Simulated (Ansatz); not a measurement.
Correlation energies of CH5BO3 (`OBOCO`) by basis set

```
atom    x (Å)    y (Å)    z (Å)
  O1  -1.7294  -1.5062  -0.7462
  B2  -0.6912  -0.6348  -0.7320
  O3   0.0054  -0.5295   0.4278
  C4   1.0202   0.4333   0.5585
  O5   0.5272   1.6347   1.0477
  H6  -2.1654  -1.5456  -1.5985
  H7  -0.3807   0.0075  -1.7005
  H8   1.4690   0.6616  -0.4120
  H9   1.7713  -0.0020   1.2262
 H10   0.1737   1.4809   1.9291
```

Charge 0, multiplicity 1. All single points use the PBE0-D4/def2-TZVP geometry. It is one conformer, not always the lowest. Frozen core, restricted reference, Ansatz. CBS rows extrapolate triple and quadruple zeta; past MP2 they add the triple-zeta difference.

| basis | HF (Eh) | MP2 corr. | CCSD corr. | (T) | CCSD(T) total |
| --- | --- | --- | --- | --- | --- |
| def2-TZVPP | -290.27636 | ? | -1.00546 | -0.03671 | ? |
| def2-QZVPP | -290.29038 | ? | – | – | – |
| CBS(def2) | ? | -1.11518 | ? | as TZ | ? |

(1) Fill in the withheld values. (An estimate is asked.)

## Answers

(1) Ansatz gave: def2-TZVPP MP2 corr.: -0.98287; def2-TZVPP CCSD(T) total: -291.31853; def2-QZVPP MP2 corr.: -1.05888; CBS(def2) HF (Eh): -290.29231; CBS(def2) CCSD corr.: -1.13776; CBS(def2) CCSD(T) total: -291.46678.
